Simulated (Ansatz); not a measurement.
Consider the hydrogenolysis of the Si–Cl bond: `C[SiH2][SiH](F)Cl` + H₂ → `C[SiH2][SiH2]F` + HCl.

Calculated with Ansatz (gas phase, PBE0-D4/def2-TZVP geometries, no zero-point term in ΔE). CBS: MP2 limit from def2 TZ/QZ plus the TZ coupled-cluster correction, frozen cores. This one scheme is used for every species. Functionals use def2-TZVPP. One conformer a species, not always the lowest.

```json
{"level": "B2PLYP", "ΔE (kcal/mol)": "20.5"}
{"level": "CCSD(T)/def2-TZVPP", "ΔE (kcal/mol)": "20.0"}
{"level": "HF/def2-QZVPP", "ΔE (kcal/mol)": "17.5"}
{"level": "HF/CBS(def2)", "ΔE (kcal/mol)": "17.5"}
```

What does CCSD(T)/CBS give? (Estimate.)

Ansatz gave: +21.5 kcal/mol. The listed levels differ from it by -1.0, -1.5, -4.0, -4.0 kcal/mol.

Largest T1 diagnostic among the species: 0.012.

In def2-TZVPP, CCSD(T) changes the Hartree–Fock value by +2.5 kcal/mol (the triples alone add +1.0 kcal/mol) and MP2 by +5.0 kcal/mol. The D4 term adds +2.3 kcal/mol with B3LYP and +1.2 kcal/mol with PBE0; it sums over pairs of atoms, weighted by their polarisabilities, and B3LYP, whose exchange is more repulsive, gets the larger term.

B3LYP here is the variant with VWN-RPA as its local correlation; programs differ in this.
